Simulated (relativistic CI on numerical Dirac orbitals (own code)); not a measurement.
## Charge states of tin

Method of calculation: Dirac-Coulomb-Breit CI, orbitals from a KLI potential per configuration, model QED, valence Slater integrals scaled by 0.9 (own radial code, finite nucleus).

Each species is treated in one configuration, given outside its closed core. Radial values are for the open shell of highest l, unscaled and averaged over j; ζ includes the Breit term. Labels give the leading LS character, summed over repeated terms.

```
  Ion  Configuration  Its lowest level  LS weight (%)   ζ (cm⁻¹)  F² (cm⁻¹)  F⁴ (cm⁻¹)  ⟨r⟩ (bohr)  ⟨r²⟩ (bohr²)
Sn24+            3d⁸               ³F4             95      29700     340000     218300      0.2963        0.1029
Sn25+            3d⁷             ⁴F9/2             80      30640     345400     222000      0.2923       0.09994
Sn26+            3d⁶               ⁵D4             71      31600     350800     225700      0.2884       0.09714
Sn27+            3d⁵             ⁶S5/2             72      32590     356200     229300      0.2847       0.09448
Sn28+            3d⁴               ⁵D0             50      33600     361500     232900      0.2811       0.09195
Sn29+            3d³             ⁴F3/2             73      34640     366800     236500      0.2775       0.08953
Sn30+            3d²               ³F2             85      35710     372100     240100      0.2741       0.08722
Sn31+             3d             ²D3/2            100      36800                            0.2708       0.08501
Sn32+         3s²3p⁶               ¹S0            100                                                           
Sn33+         3s²3p⁵            ²P°3/2            100     290700                            0.2987         0.103
Sn34+         3s²3p⁴               ³P2             73     296000     333900                 0.2964        0.1014
Sn35+         3s²3p³   J = 3/2 (mixed)             42     301500     336300                 0.2941       0.09982
Sn36+         3s²3p²               ³P0             75     306900     338700                 0.2919       0.09831
Sn37+          3s²3p            ²P°1/2            100     312400                            0.2897       0.09686
Sn38+            3s²               ¹S0            100                                                           
Sn39+             3s             ²S1/2            100                                       0.2956        0.0995
Sn40+         2s²2p⁶               ¹S0            100                                                           
Sn41+         2s²2p⁵            ²P°3/2            100  1.278e+06                            0.1058        0.0136
Sn42+         2s²2p⁴               ³P2             71  1.305e+06     905300                 0.1049       0.01335
Sn43+         2s²2p³   J = 3/2 (mixed)             46  1.332e+06     914100                  0.104        0.0131
Sn44+         2s²2p²               ³P0             72  1.359e+06     922800                 0.1031       0.01286
Sn45+          2s²2p            ²P°1/2            100  1.388e+06                            0.1022       0.01264
Sn46+            2s²               ¹S0            100                                                           
Sn47+             2s             ²S1/2            100                                       0.1171       0.01612
```
